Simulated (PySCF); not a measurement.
PySCF input file for C₂H₆OZn, SMILES C[CH2][Zn][OH] (connectivity only; charge and spin as stated), charge +1, multiplicity 2, PBE-D3(BJ)/def2-SVP. Coordinates come from a PBE-D3(BJ)/def2-SVP optimisation. The spin state was assumed, not searched. The isomer is the one that the SMILES or the coordinates give; other isomers of the formula were not compared. Other conformers were not sampled.

```python
import numpy as np
from pyscf import gto, scf, dft, df
from pyscf.hessian import thermo

mol = gto.M(
    atom='''
    Zn    0.41491424    0.25376391    0.22450432
    C    -0.20705824   -1.07241478   -1.20124361
    C    -1.67456515   -1.03965208   -1.41116085
    H     0.22093886   -2.01099975   -0.79067245
    H     0.42398850   -0.61058985   -1.99857681
    H    -2.07113315   -0.06395396   -1.75627682
    H    -2.26194546   -1.43577793   -0.55715932
    H    -1.90218594   -1.75667339   -2.25353849
    O     0.44482230    1.25727371    1.72182669
    H     0.87407176    0.87928913    2.52090764
    ''',
    basis='def2-SVP',
    charge=1,
    spin=1,
    max_memory=1600,
    verbose=3,
)
mf = dft.UKS(mol, xc='pbe').density_fit(auxbasis='def2-universal-jkfit')
mf.disp = 'd3bj'
mf.grids.level = 3
mf.conv_tol = 1e-11
mf.max_cycle = 100
mf.kernel()
fine, coarse = mf.grids, dft.Grids(mol).set(level=1).build(with_non0tab=True)
for _ in range(3):  # follow internal instabilities
    mf.grids = coarse
    mo, _, stable, _ = mf.stability(return_status=True, nroots=4)
    mf.grids = fine
    if stable:
        break
    mf.kernel(mf.make_rdm1(mo, mf.mo_occ))

# [left out here: the lines that compute and print the analytic Hessian (its translational invariance restored by hand, since the grid's response is missing), thermochemistry and intensities]
```

Program output:

```

WARN: HOMO -0.26640676774773 >= LUMO -0.266406767747729

converged SCF energy = -1933.28639728048  <S^2> = 0.75423014  2S+1 = 2.0042257
<class 'pyscf.df.df_jk.DFUKS'> wavefunction is stable in the internal stability analysis

WARN: DFTD3 does not support analytical Hessian, using finite difference


WARN: Mole.unit (angstrom) is changed to Bohr

Mode                                 0                   1                   2
Irrep
Freq [cm^-1]                       33.2111             74.8534            141.8529
Reduced mass [au]                   2.3823              5.5629              1.6816
Force const [Dyne/A]                0.0015              0.0184              0.0199
Char temp [K]                      47.7834            107.6974            204.0948
Normal mode                   x     y     z       x     y     z       x     y     z
       0  Zn                 0.03 -0.04  0.02    0.04  0.01 -0.03   -0.03 -0.03  0.01
       1   C                -0.02  0.09 -0.07    0.00 -0.03  0.03    0.07 -0.01 -0.04
       2   C                -0.04 -0.01  0.03   -0.01  0.07  0.10    0.06  0.08  0.07
       3   H                 0.08  0.08 -0.19   -0.05 -0.04  0.06    0.08 -0.06 -0.16
       4   H                -0.12  0.22 -0.06   -0.00 -0.12 -0.02    0.05  0.06 -0.02
       5   H                -0.13  0.00  0.16    0.05  0.08  0.06    0.06  0.15  0.26
       6   H                 0.05 -0.15  0.02    0.00  0.16  0.15    0.11 -0.05  0.04
       7   H                -0.04  0.07 -0.04   -0.11  0.03  0.15   -0.03  0.24 -0.04
       8   O                -0.05  0.09 -0.06   -0.16 -0.06  0.02   -0.03  0.03 -0.04
       9   H                -0.43  0.01  0.10   -0.10 -0.03  0.00    0.49  0.30 -0.18
Mode                                 3                   4                   5
Irrep
Freq [cm^-1]                      208.0255            226.2809            371.9402
Reduced mass [au]                   1.6140              1.3445              3.9563
Force const [Dyne/A]                0.0412              0.0406              0.3225
Char temp [K]                     299.3024            325.5678            535.1392
Normal mode                   x     y     z       x     y     z       x     y     z
       0  Zn                 0.04  0.01  0.00   -0.02  0.01 -0.02    0.01  0.03  0.03
       1   C                -0.08 -0.02  0.06    0.04 -0.05  0.06   -0.01 -0.15 -0.17
       2   C                -0.06 -0.05 -0.07    0.04  0.03  0.05   -0.03 -0.02 -0.01
       3   H                -0.09 -0.04  0.02    0.00 -0.06  0.07   -0.05 -0.14 -0.10
       4   H                -0.04  0.02  0.10    0.07 -0.08  0.06   -0.02 -0.24 -0.22
       5   H                -0.10  0.03  0.20    0.05  0.15  0.36    0.02  0.04  0.07
       6   H                -0.11 -0.36 -0.25    0.04 -0.25 -0.09    0.02  0.01  0.03
       7   H                 0.09  0.24 -0.35    0.05  0.37 -0.24   -0.20  0.07 -0.04
       8   O                -0.06 -0.00  0.02    0.05 -0.02 -0.01    0.01  0.03  0.04
       9   H                 0.31  0.16 -0.10   -0.44 -0.26  0.14   -0.05 -0.02  0.05
Mode                                 6                   7                   8
Irrep
Freq [cm^-1]                      527.4101            586.5270            691.3626
Reduced mass [au]                   1.2262              7.3396              1.1076
Force const [Dyne/A]                0.2010              1.4876              0.3119
Char temp [K]                     758.8257            843.8817            994.7169
Normal mode                   x     y     z       x     y     z       x     y     z
       0  Zn                -0.00 -0.02 -0.01    0.00  0.03  0.05   -0.00  0.01 -0.00
       1   C                 0.01  0.09 -0.04   -0.01  0.01 -0.03    0.00 -0.00  0.00
       2   C                 0.00 -0.01  0.02    0.00 -0.00  0.01   -0.01  0.00 -0.00
       3   H                -0.09  0.29  0.54   -0.02  0.09  0.18   -0.01 -0.04 -0.08
       4   H                 0.02 -0.49 -0.35    0.03 -0.08 -0.05   -0.02 -0.04 -0.04
       5   H                -0.11 -0.05  0.00   -0.03 -0.01 -0.00   -0.02 -0.01 -0.01
       6   H                 0.07 -0.08  0.02    0.03 -0.02  0.01   -0.02 -0.00 -0.01
       7   H                 0.09  0.11 -0.11   -0.00  0.02 -0.02    0.02 -0.01  0.00
       8   O                -0.00  0.03  0.04   -0.01 -0.11 -0.17    0.03 -0.07 -0.01
       9   H                 0.06  0.07  0.03    0.01 -0.07 -0.17   -0.19  0.78  0.49
Mode                                 9                  10                  11
Irrep
Freq [cm^-1]                      788.6866            799.5193           1020.3455
Reduced mass [au]                   1.1241              1.0577              1.3263
Force const [Dyne/A]                0.4120              0.3984              0.8136
Char temp [K]                    1134.7444           1150.3303           1468.0501
Normal mode                   x     y     z       x     y     z       x     y     z
       0  Zn                -0.00  0.00  0.00    0.00 -0.00 -0.00    0.00 -0.00 -0.01
       1   C                -0.00 -0.02 -0.00   -0.00 -0.01  0.01   -0.01 -0.08 -0.09
       2   C                 0.00  0.04  0.08   -0.00 -0.06  0.01   -0.04  0.04  0.05
       3   H                 0.04 -0.12 -0.28    0.44  0.24  0.15    0.19  0.24  0.41
       4   H                -0.27 -0.15 -0.28   -0.35  0.15 -0.15    0.24  0.36  0.37
       5   H                 0.00 -0.08 -0.25    0.47  0.12 -0.05   -0.08 -0.03 -0.11
       6   H                -0.33 -0.07 -0.21   -0.29  0.24 -0.05   -0.10 -0.05 -0.04
       7   H                 0.62 -0.03 -0.05   -0.22  0.21 -0.16    0.33 -0.01 -0.00
       8   O                -0.00  0.00 -0.01   -0.00 -0.00 -0.00    0.00  0.00  0.02
       9   H                -0.00 -0.07 -0.04    0.01  0.03  0.01   -0.01  0.06  0.05
Mode                                12                  13                  14
Irrep
Freq [cm^-1]                     1068.7739           1159.4031           1243.6820
Reduced mass [au]                   2.8624              1.3808              1.1212
Force const [Dyne/A]                1.9264              1.0936              1.0218
Char temp [K]                    1537.7277           1668.1230           1789.3815
Normal mode                   x     y     z       x     y     z       x     y     z
       0  Zn                -0.00 -0.00 -0.00   -0.00 -0.00  0.00    0.00 -0.00 -0.00
       1   C                -0.17 -0.02 -0.03    0.01 -0.08  0.06    0.03  0.00 -0.01
       2   C                 0.17  0.01  0.02    0.00  0.10 -0.07    0.07  0.03  0.06
       3   H                -0.22  0.03  0.11    0.41  0.13  0.13   -0.13 -0.03  0.06
       4   H                -0.27  0.14  0.01   -0.38  0.02 -0.20   -0.01  0.09  0.02
       5   H                 0.21  0.01 -0.01   -0.34  0.02  0.10   -0.17 -0.22 -0.39
       6   H                 0.27 -0.09  0.04    0.22 -0.21 -0.06   -0.29 -0.34 -0.34
       7   H                 0.09 -0.01  0.04   -0.06 -0.21  0.20   -0.54  0.12  0.09
       8   O                 0.00  0.00  0.01   -0.00 -0.00 -0.00    0.00  0.00  0.00
       9   H                -0.00  0.04  0.02    0.00 -0.00 -0.00   -0.01  0.01  0.01
Mode                                15                  16                  17
Irrep
Freq [cm^-1]                     1300.3206           1370.5174           1405.2914
Reduced mass [au]                   1.0338              1.1338              1.2503
Force const [Dyne/A]                1.0299              1.2548              1.4547
Char temp [K]                    1870.8719           1971.8693           2021.9014
Normal mode                   x     y     z       x     y     z       x     y     z
       0  Zn                -0.00  0.00 -0.00   -0.00  0.00 -0.00   -0.00  0.00 -0.00
       1   C                 0.01 -0.03  0.03    0.09 -0.02 -0.01    0.07  0.00  0.01
       2   C                -0.00 -0.01  0.01    0.01 -0.02 -0.02   -0.11  0.02  0.01
       3   H                 0.05 -0.05 -0.05   -0.49 -0.15  0.29   -0.23 -0.09  0.11
       4   H                -0.13  0.10  0.00   -0.36  0.39 -0.13   -0.15  0.16 -0.08
       5   H                -0.32 -0.26 -0.42   -0.20 -0.00  0.26    0.48  0.14 -0.30
       6   H                 0.34  0.22  0.32   -0.19  0.27 -0.02    0.34 -0.43  0.10
       7   H                 0.02  0.43 -0.37    0.07 -0.04 -0.01    0.03 -0.05  0.02
       8   O                 0.00 -0.00  0.00    0.00 -0.00  0.00    0.00 -0.00  0.00
       9   H                -0.00 -0.00  0.00   -0.00  0.00  0.00   -0.00  0.00  0.00
Mode                                18                  19                  20
Irrep
Freq [cm^-1]                     2818.9475           2944.5466           3004.4859
Reduced mass [au]                   1.0646              1.0606              1.0632
Force const [Dyne/A]                4.9846              5.4182              5.6549
Char temp [K]                    4055.8378           4236.5469           4322.7863
Normal mode                   x     y     z       x     y     z       x     y     z
       0  Zn                 0.00 -0.00 -0.00    0.00 -0.00 -0.00    0.00 -0.00 -0.00
       1   C                 0.00  0.00 -0.00    0.06  0.00 -0.04    0.00 -0.00 -0.00
       2   C                 0.02  0.04  0.05   -0.01 -0.00  0.00    0.05 -0.03 -0.04
       3   H                -0.00  0.01 -0.01   -0.15  0.35 -0.17   -0.01  0.03 -0.01
       4   H                -0.02 -0.01  0.03   -0.48 -0.36  0.63   -0.03 -0.02  0.04
       5   H                -0.04  0.12 -0.02    0.01 -0.01  0.01   -0.21  0.54 -0.19
       6   H                -0.05 -0.02  0.10    0.04  0.02 -0.05   -0.38 -0.27  0.57
       7   H                -0.19 -0.61 -0.71    0.00  0.02  0.03    0.05  0.09  0.10
       8   O                 0.00  0.00  0.00   -0.00 -0.00 -0.00    0.00  0.00  0.00
       9   H                -0.00  0.00 -0.00    0.00 -0.00  0.00   -0.00  0.00 -0.00
Mode                                21                  22                  23
Irrep
Freq [cm^-1]                     3057.4662           3086.3900           3656.2830
Reduced mass [au]                   1.1050              1.1072              1.0680
Force const [Dyne/A]                6.0860              6.2140              8.4118
Char temp [K]                    4399.0132           4440.6281           5260.5771
Normal mode                   x     y     z       x     y     z       x     y     z
       0  Zn                -0.00  0.00 -0.00    0.00 -0.00  0.00   -0.00  0.00  0.00
       1   C                -0.01  0.07 -0.04    0.00 -0.03  0.02   -0.00 -0.00 -0.00
       2   C                -0.00 -0.03  0.02   -0.00 -0.06  0.05    0.00  0.00  0.00
       3   H                 0.30 -0.67  0.28   -0.14  0.30 -0.14    0.00 -0.00  0.00
       4   H                -0.18 -0.13  0.25    0.11  0.08 -0.14    0.00  0.00 -0.00
       5   H                -0.11  0.28 -0.09   -0.23  0.58 -0.20   -0.00  0.00 -0.00
       6   H                 0.13  0.09 -0.21    0.28  0.19 -0.42   -0.00 -0.00  0.00
       7   H                 0.00 -0.01  0.02    0.00 -0.01  0.03   -0.00 -0.00 -0.00
       8   O                -0.00 -0.00  0.00    0.00  0.00 -0.00   -0.03  0.02 -0.05
       9   H                 0.00  0.00 -0.00   -0.00 -0.00  0.00    0.42 -0.36  0.79
temperature 298.1500 [K]
pressure 101325.00 [Pa]
Rotational constants [GHz] 17.53132 2.34206 2.14800
Symmetry number 1
Zero-point energy (ZPE) 0.07196 [Eh]   188926.970 [J/mol]
                           tot       elec      trans        rot        vib
Entropy [J/mol/K]       362.765      5.763    167.532    107.540     81.930
Cv [J/mol/K]             95.571      0.000     12.472     12.472     70.627
Cp [J/mol/K]            103.885      0.000     20.786     12.472     70.627
Internal energy [J/mol]                      3718.434   3718.434 200715.834
Internal energy [Eh]   -1933.20712  -1933.28640
Enthalpy [J/mol]                             6197.391   3718.434 200715.834
Enthalpy [Eh]          -1933.20617
Gibbs free energy [J/mol]                  -43752.266 -28344.508 176288.274
Gibbs free energy [Eh] -1933.24737
mode   freq/cm-1   IR/(km/mol)
   1       33.21        16.141
   2       74.85         6.186
   3      141.85        25.519
   4      208.03        39.286
   5      226.28        25.994
   6      371.94        17.993
   7      527.41         6.884
   8      586.53        54.095
   9      691.36       244.040
  10      788.69        43.309
  11      799.52        12.764
  12     1020.35       156.130
  13     1068.77       100.700
  14     1159.40         7.018
  15     1243.68       168.564
  16     1300.32        27.593
  17     1370.52        14.262
  18     1405.29         5.047
  19     2818.95       300.400
  20     2944.55        49.389
  21     3004.49         2.202
  22     3057.47         5.425
  23     3086.39         8.707
  24     3656.28       377.227
max |gradient| / (hartree/bohr): 0.00011852487089517079
APT charges: [ 0.4536  0.4487 -0.5422  0.0025 -0.0038  0.1209  0.1365  0.2471 -0.2956
  0.4324]
```

The calculation finished and met its thresholds.
